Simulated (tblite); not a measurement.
Run record: tight-binding relaxation, `[SiH3]O[SiH2][SiH2][SiH2][Se][SiH3]`.

Computed with GFN2-xTB geometry optimisation, gas phase (tblite 0.8.0). Start geometry: from a force field or distance geometry. A driver script takes a list of jobs; this job's settings line and coordinates (Å) are shown.

Command:
```bash
OMP_NUM_THREADS=1 python probes_run.py task.json out
```

Input:
```
{"job": {"kind": "relax", "xc": "GFN2-xTB", "basis": "xTB"}, "charge": 0, "multiplicity": 1}
Si    -2.626500     1.203300    -1.487200
O     -1.211000     0.917000    -0.586800
Si    -1.634700    -0.228400     0.640000
Si     0.193500    -0.821400     1.736900
Si     1.578600    -1.882500     0.349400
Se     1.673200    -0.794000    -1.667400
Si     2.665600     1.031900    -0.713500
H     -3.686000     1.753900    -0.613400
H     -3.089600    -0.038900    -2.127900
H     -2.344100     2.191300    -2.531400
H     -2.235600    -1.432100     0.028900
H     -2.597200     0.382200     1.582300
H     -0.165200    -1.726600     2.863400
H      0.856500     0.372300     2.275100
H      2.918100    -1.953000     0.940100
H      1.067200    -3.239300     0.125000
H      3.091400     1.963200    -1.761800
H      3.835300     0.600300     0.071600
H      1.700700     1.710000     0.175200
```

Output:
```
step      E/eV     max force
  0    -601.99991    2.839
  1    -602.18247    1.965
  2    -602.31778    1.225
  3    -602.37023    0.993
  4    -602.48919    0.597
  5    -602.52429    0.605
  6    -602.59430    0.465
  7    -602.62069    0.377
  8    -602.65598    0.476
  9    -602.68048    0.485
... (167 lines left out)
177    -603.06847    0.027
178    -603.06862    0.028
179    -603.06873    0.023
180    -603.06879    0.021
181    -603.06883    0.015
182    -603.06886    0.012
183    -603.06891    0.013
184    -603.06894    0.013
185    -603.06896    0.011
186    -603.06898    0.007
```

«max force» is the largest atomic force in eV/Å.

From which step on does the largest force stay under 0.1 eV/Å, and how much energy is left to gain from there?

From step 149 (0.079 eV/Å), 5.3 meV above the end.

Main results: energy lowered by 24.7 kcal/mol over 186 steps; largest atomic force 0.007 eV/Å at the end.

Where do the atoms end?

0.714 Å rms from the input after alignment:
```
atom  x, y, z in Å
Si1   -2.0030    1.2170   -1.6510
O2    -1.6756    0.5429   -0.2111
Si3   -1.9790   -0.3471    1.1111
Si4    0.1076   -0.9923    1.8771
Si5    1.5779   -1.9689    0.3488
Se6    1.6602   -0.7913   -1.6508
Si7    2.2063    1.2838   -0.9301
H8    -3.1964    2.0455   -1.4881
H9    -2.2288    0.1309   -2.5974
H10   -0.8120    2.0123   -1.9337
H11   -2.8454   -1.4629    0.7112
H12   -2.7616    0.5218    1.9985
H13   -0.0433   -1.9782    2.9613
H14    0.8351    0.1128    2.5351
H15    2.9876   -2.0735    0.7496
H16    1.2033   -3.2944   -0.1494
H17    2.2177    2.1073   -2.1287
H18    3.5247    1.2235   -0.3027
H19    1.2147    1.7201    0.0486
```

The run took 4.7 s of wall time on an Arm Neoverse N1 with one thread, shared host with 64 logical CPUs at a one-minute load of 61.
Labels such as C1 count atoms from 1, the log's own numbers from 0.
